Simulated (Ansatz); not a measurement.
Correlation energies of CH$_{6}$OSSi (`OC([SiH3])S`) by basis set

```xyz
10

O     0.564    1.520   -0.418
C     0.374    0.113   -0.425
Si   -0.618   -0.492    1.085
S    -0.540   -0.372   -1.889
H     0.991    1.762    0.411
H     1.338   -0.410   -0.451
H    -0.472   -1.960    1.253
H    -2.048   -0.124    0.934
H    -0.052    0.202    2.276
H     0.462   -0.238   -2.776
```

Total charge 0; spin multiplicity 1. The structure was optimised at the PBE0-D4/def2-TZVP level. It is one conformer, not always the lowest. Frozen core, restricted reference, the Gaussian-basis code of Ansatz. CBS rows extrapolate triple and quadruple zeta; past MP2 they add the triple-zeta difference.

```tsv
basis	HF (Eh)	MP2 corr.	CCSD corr.	(T)	CCSD(T) total
def2-SVP	-802.35031	-0.56404	-0.61750	-0.01662	-802.98443
def2-TZVPP	-802.73343	-0.72186	-0.77052	-0.03085	-803.53480
def2-QZVPP	-802.75952	-0.77807	–	–	–
CBS(def2)	-802.76311	-0.81970	-0.86836	as TZ	-803.66232
```
